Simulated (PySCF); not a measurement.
C2H4N (SMILES CC#[NH+]), charge +1, singlet, geometry from GFN2-xTB; PySCF with CAMB3LYP/6-31G*, TDDFT.

The PySCF input:
```python
from pyscf import gto, scf, dft, tdscf

mol = gto.Mole()
mol.atom = '''
    C     0.00334141    0.00125523   -1.23755640
    C    -0.00040118   -0.00015071    0.14858327
    N    -0.00350170   -0.00131545    1.29692576
    H     0.00839961    1.03012222   -1.61351707
    H     0.89303023   -0.51610608   -1.61269688
    H    -0.88835179   -0.50910325   -1.61749951
    H    -0.00620750   -0.00233191    2.29907192
'''
mol.basis = '6-31g*'
mol.charge = 1
mol.verbose = 4
mol.build()

mf = dft.RKS(mol)
mf.xc = 'camb3lyp'
mf.kernel()
td = mf.TDDFT()
td.nstates = 5
td.kernel()
td.analyze()
```

**Question.** Write the output that PySCF gives for this input, abridged.

**Answer.** 
```
PySCF version 2.14.0

[INPUT] verbose = 4
[INPUT] num. atoms = 7
[INPUT] num. electrons = 22
[INPUT] charge = 1
[INPUT] spin (= nelec alpha-beta = 2S) = 0
[INPUT] symmetry False subgroup None
[INPUT] Mole.unit = angstrom
[INPUT] Symbol           X                Y                Z      unit          X                Y                Z       unit  Magmom
[INPUT]  1 C      0.003341410000   0.001255230000  -1.237556400000 AA    0.006314349770   0.002372040923  -2.338642659703 Bohr   0.0
[INPUT]  2 C     -0.000401180000  -0.000150710000   0.148583270000 AA   -0.000758120327  -0.000284800624   0.280781686992 Bohr   0.0
[INPUT]  3 N     -0.003501700000  -0.001315450000   1.296925760000 AA   -0.006617253970  -0.002485840231   2.450834490293 Bohr   0.0
[INPUT]  4 H      0.008399610000   1.030122220000  -1.613517070000 AA    0.015872962453   1.946648870629  -3.049105359611 Bohr   0.0
[INPUT]  5 H      0.893030230000  -0.516106080000  -1.612696880000 AA    1.687582555657  -0.975299142423  -3.047555425141 Bohr   0.0
[INPUT]  6 H     -0.888351790000  -0.509103250000  -1.617499510000 AA   -1.678741585367  -0.962065711626  -3.056631080518 Bohr   0.0
[INPUT]  7 H     -0.006207500000  -0.002331910000   2.299071920000 AA   -0.011730474918  -0.004406671247   4.344616269478 Bohr   0.0

nuclear repulsion = 66.1816807619696
number of shells = 26
number of NR pGTOs = 97
number of NR cGTOs = 50
basis = 6-31g*
ecp = {}

******** <class 'pyscf.dft.rks.RKS'> ********
method = RKS
initial guess = minao
damping factor = 0
level_shift factor = 0
DIIS = <class 'pyscf.scf.diis.CDIIS'>
diis_start_cycle = 1
diis_space = 8
diis_damp = 0
SCF conv_tol = 1e-09
SCF conv_tol_grad = None
SCF max_cycles = 50
direct_scf = True
direct_scf_tol = 1e-13
XC library pyscf.dft.libxc version 7.1.2
    S. Lehtola, C. Steigemann, M. J. T. Oliveira, and M. A. L. Marques,  SoftwareX 7, 1–5 (2018)
XC functionals = camb3lyp
    T. Yanai, D. P. Tew, and N. C. Handy,  Chem. Phys. Lett. 393, 51 (2004)
radial grids:
    Treutler-Ahlrichs [JCP 102, 346 (1995); DOI:10.1063/1.469408] (M4) radial grids

becke partition: Becke, JCP 88, 2547 (1988); DOI:10.1063/1.454033
pruning grids: <function nwchem_prune>
grids dens level: 3
symmetrized grids: False
atomic radii adjust function: <function treutler_atomic_radii_adjust>
small_rho_cutoff = 0
Set gradient conv threshold to 3.16228e-05
Initial guess from minao.
tot grids = 81376
init E= -133.715967018678
  HOMO = -0.392847411044659  LUMO = -0.0111811615037161  gap/eV = 10.38567
cycle= 1 E= -132.959891151961  delta_E= 0.756  |g|= 0.288  |ddm|=  2.5
  HOMO = -0.697400709729896  LUMO = -0.236829694765097  gap/eV = 12.53278
cycle= 2 E= -132.960509671691  delta_E= -0.000619  |g|= 0.325  |ddm|= 0.585
  HOMO = -0.69089688110393  LUMO = -0.210086284175476  gap/eV = 13.08352
cycle= 3 E= -132.981145496965  delta_E= -0.0206  |g|= 0.0879  |ddm|= 0.233
  HOMO = -0.681053364537212  LUMO = -0.197106963270444  gap/eV = 13.16885
cycle= 4 E= -132.982719414357  delta_E= -0.00157  |g|= 0.0192  |ddm|= 0.0654
  HOMO = -0.682496472326597  LUMO = -0.199676208491197  gap/eV = 13.13821
cycle= 5 E= -132.982805295174  delta_E= -8.59e-05  |g|= 0.00246  |ddm|= 0.0175
  HOMO = -0.682652205556389  LUMO = -0.199663201185037  gap/eV = 13.14280
cycle= 6 E= -132.982806617776  delta_E= -1.32e-06  |g|= 0.000835  |ddm|= 0.00246
  HOMO = -0.682523983660727  LUMO = -0.199557578982414  gap/eV = 13.14219
cycle= 7 E= -132.982806786454  delta_E= -1.69e-07  |g|= 0.000124  |ddm|= 0.000679
  HOMO = -0.682553271608326  LUMO = -0.19957706972858  gap/eV = 13.14245
cycle= 8 E= -132.982806790663  delta_E= -4.21e-09  |g|= 1.69e-05  |ddm|= 0.000122
  HOMO = -0.682552454985631  LUMO = -0.199577188307342  gap/eV = 13.14243
cycle= 9 E= -132.982806790757  delta_E= -9.37e-11  |g|= 1.73e-06  |ddm|= 2.6e-05
  HOMO = -0.682552800273568  LUMO = -0.199577417963771  gap/eV = 13.14243
Extra cycle  E= -132.982806790759  delta_E= -2.05e-12  |g|= 7.12e-07  |ddm|= 3.75e-06
converged SCF energy = -132.982806790759

******** <class 'pyscf.tdscf.rks.TDDFT'> for <class 'pyscf.dft.rks.RKS'> ********
nstates = 5 singlet
deg_eia_thresh = 1.000e-03
wfnsym = None
conv_tol = 1e-05
eigh lindep = 1e-12
eigh level_shift = 0
eigh max_cycle = 100

Excitation energies (eV)
[ 8.00010089  8.33655309  8.3365541  10.87302794 11.15856759]

** Singlet excitation energies and oscillator strengths **
Excited State   1:      8.00010 eV    154.98 nm  f=0.0000
       8 -> 12        0.12686
       9 -> 13       -0.12686
      10 -> 12        0.48187
      11 -> 13       -0.48187
Excited State   2:      8.33655 eV    148.72 nm  f=0.0045
       8 -> 12       -0.11714
       9 -> 13       -0.11714
      10 -> 12       -0.48393
      11 -> 13       -0.48393
Excited State   3:      8.33655 eV    148.72 nm  f=0.0045
       8 -> 13       -0.11714
       9 -> 12        0.11714
      10 -> 13       -0.48393
      11 -> 12        0.48393
Excited State   4:     10.87303 eV    114.03 nm  f=0.0000
       8 -> 12        0.48000
       9 -> 13       -0.48001
      10 -> 12       -0.12920
      11 -> 13        0.12920
Excited State   5:     11.15857 eV    111.11 nm  f=0.0114
       7 -> 13        0.10088
       8 -> 12       -0.47994
       9 -> 13       -0.47993
      10 -> 12        0.11470
      11 -> 13        0.11470

** Transition electric dipole moments (AU) **
state          X           Y           Z        Dip. S.      Osc.
  1         0.0000      0.0000     -0.0000      0.0000      0.0000
  2         0.1488     -0.0040      0.0004      0.0222      0.0045
  3         0.0040      0.1488      0.0002      0.0222      0.0045
  4        -0.0000      0.0000     -0.0000      0.0000      0.0000
  5        -0.2038      0.0115     -0.0005      0.0417      0.0114

** Transition velocity dipole moments (imaginary part, AU) **
state          X           Y           Z        Dip. S.      Osc.
  1         0.0000      0.0000     -0.0000      0.0000      0.0000
  2         0.0463     -0.0012      0.0001      0.0021      0.0047
  3         0.0012      0.0463      0.0000      0.0021      0.0047
  4        -0.0000      0.0000     -0.0000      0.0000      0.0000
  5        -0.0805      0.0045     -0.0002      0.0065      0.0106

** Transition magnetic dipole moments (imaginary part, AU) **
state          X           Y           Z
  1        -0.0004     -0.0002      0.1547
  2         0.0022      0.0809      0.0001
  3        -0.0809      0.0022     -0.0002
  4         0.0007      0.0003     -0.2579
  5        -0.0011     -0.0202     -0.0000
```
